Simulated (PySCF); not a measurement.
SMILES C=[CH][Ga]([NH2])[O]C (C3H8GaNO), PBE0/def2-SVP optimised geometry. Atoms within 1.6 Å of the plane z = 0.0 Å (x, y, z in Å): Ga1 (-0.53, -0.28, 0.00), C2 (1.41, -0.28, 0.00), C3 (2.09, 0.88, 0.01), H4 (1.98, -1.22, 0.00), H5 (3.19, 0.90, 0.01), H6 (1.58, 1.85, 0.01), O7 (-1.29, 1.35, 0.00), C8 (-2.66, 1.58, 0.01), H9 (-3.19, 1.06, 0.83), H10 (-2.85, 2.66, 0.16), H11 (-3.16, 1.30, -0.93), N12 (-1.65, -1.70, 0.01), H13 (-1.34, -2.66, 0.02), H14 (-2.66, -1.62, 0.00).

Level of theory: PySCF with PBE0/def2-TZVP. Cells within 0.4 Å of a nucleus heavier than hydrogen are left out (blank, or x).

Map of the deformation density (molecule minus spherical neutral atoms) (e/bohr³) on the plane z = 0.0 Å:

```
|1111111111111111111111111111111|
|1111111111111111111111111111111|
|1111111111111111111111111111111|
|1111111111111111111111111111111|
|1111111111111111111111111111111|
|1111111111111111111111111111111|
|1111111011111111111111111111111|
|1111111111111111111111111111111|
|1111112751111111111011111111111|
|1111112661011111110011111111111|
|1111100xx1225211111662111111111|
|1111100xx34xx211111583221111111|
|11111122012xx2111012xx673011111|
|11111111001342111112xx673011111|
|1111111100122001111694121111111|
|1111111111110xx0343x62011111111|
|1111111111110xx035xx31011111111|
|1111111111121001232673111111111|
|1111110011144111111494111111111|
|1111110066xx3211111121011111111|
|1111110056xx1111111100111111111|
|1111111011273111111111111111111|
|1111111111283011111111111111111|
|1111111111110011111111111111111|
|1111111111000111111111111111111|
|1111111111111111111111111111111|
|1111111111111111111111111111111|
|1111111111111111111111111111111|
|1111111111111111111111111111111|
|1111111111111111111111111111111|
|1111111111111111111111111111111|
```
Scale: ten equal steps from -0.022 (start of '0') to 0.119 (end of '9'), in the order '0123456789'; x runs from -5.50 to 5.50, y from -5.50 (bottom) to 5.50 (top).
